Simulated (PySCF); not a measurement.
Computed shifts of a molecule C3H10ClNSi, B3LYP/pcSseg-1 (PySCF), GIAO, gas phase, atoms alike by connectivity averaged where their shifts nearly agree, in ppm (number of nuclei): ¹³C: 50.8 (1), 41.7 (1), 21.4 (1). ¹⁵N: 49.6 (1). ²⁹Si: -20.4 (1). ¹H: 5.04 (1), 4.56 (1), 2.79 (3), 2.15 (1), 1.58 (3), -0.17 (1). References: ¹³C against TMS (σ = 181.3 ppm); ¹⁵N against NH3 (σ = 265.5 ppm); ²⁹Si against TMS (σ = 338.7 ppm); ³⁵Cl against HCl (σ = 933.3 ppm); ¹H against TMS (σ = 31.68 ppm), references at their B3LYP-D3(BJ)/def2-TZVP geometries, non-relativistic (without spin–orbit terms, shifts of atoms bonded to Cl or Br come out too high). Geometry: B3LYP-D3(BJ)/def2-SVP. The values are those of a single conformer.

Task: Which molecule gave these data?
A. NCCC[SiH2]Cl
B. CCN(C)[SiH2]Cl
C. CN[C@@H](C)[SiH2]Cl
D. CCC[Si@H](N)Cl

Result: C, CN[C@@H](C)[SiH2]Cl
